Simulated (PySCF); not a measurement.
These compounds are isomers of formula C$_{8}$H$_{5}$FO$_{2}$.

A. `C(C1=CC=CC(C=O)=C1)(=O)F`
B. SMILES C(c1ccc(C=O)cc1)(=O)F
C. `c1(C#C)oc(C(=O)F)cc1C`
D. `O=C(O)c1c(F)ccc2c1C2`

Spectrum 1. 1H NMR (400 MHz, computed): δ 7.51 (m, 1H), 3.56 (s, 1H), 2.42 (s, 3H). 13C{1H} NMR (computed): δ 154.9 (C), 147.1 (C), 144.1 (C), 139.5 (C), 135.0 (CH), 100.5 (CH), 77.2 (C), 12.8 (CH3).

Spectrum 2. 1H NMR (400 MHz, computed): δ 10.27 (s, 1H), 9.27 (m, 1H), 8.80 (m, 1H), 8.18 (m, 1H), 8.06 (m, 1H). 13C{1H} NMR (computed): δ 194.5 (CH), 165.6 (C), 145.6 (CH), 145.3 (CH), 141.5 (C), 138.6 (CH), 134.9 (CH), 131.1 (C).

Spectrum 3. 1H NMR (400 MHz, computed): δ 7.56 (m, 1H), 7.13 (m, 1H), 6.71 (br s, 1H), 3.78 (s, 2H). 13C{1H} NMR (computed): δ 172.3 (C), 167.5 (C), 145.8 (C), 126.9 (C), 126.1 (CH), 123.1 (CH), 113.5 (C), 27.7 (CH2).

Spectrum 4. 1H NMR (400 MHz, computed): δ 10.30 (s, 1H), 8.72 (m, 2H), 8.38 (d, 2H). 13C{1H} NMR (computed): δ 195.7 (CH), 165.3 (C), 144.9 (C), 139.9 (CH), 136.7 (CH), 134.4 (C).

PySCF calculation with geometry from GFN2-xTB and shieldings: GIAO PBE0/pcSseg-1; one computed conformer, rapidly exchanging positions averaged, no solvent model, no relativistic terms.

Chemical shifts δ = σref − σ; TMS for 1H (σref 31.72), 13C (σref 186.93), all at this level. Splittings of carbon signals by F and P are missing where no couplings were computed. Where no couplings were computed, multiplicities follow the n + 1 count of equivalent neighbours, and m marks all less simple cases (inequivalent or close neighbours, rings, F or P nearby). Acid and N–H amide carbonyl carbons lie up to 10 ppm further downfield in solution (hydrogen bonding). Shifts are as computed. Against solution values, carbons near 30 ppm lie about +3 ppm off and those near 130 ppm about +5 ppm. Of 1211 compounds with measured shifts, 218 miss one by over three times the rms of a fit or turn the order of signals round; such compounds aren't used in these exercises. OH and NH positions are gas-phase values without hydrogen bonding to other molecules.

Match each spectrum to its structure.

Results:

1–C, 2–A, 3–D, 4–B.

- Spectrum 1 (C): 8 13C signals; δC 135.0 is an aromatic CH; δC 100.5 is a terminal alkyne carbon.
- Spectrum 2 (A): 8 13C signals; δC 194.5 is an aldehyde carbonyl carbon; δC 138.6 is an aromatic CH.
- Spectrum 3 (D): 8 13C signals; δC 172.3 is an aromatic carbon bearing fluorine; δC 167.5 is a carboxylic acid carbon.
- Spectrum 4 (B): 6 13C signals; δC 195.7 is an aldehyde carbonyl carbon; δC 139.9 is an aromatic CH.
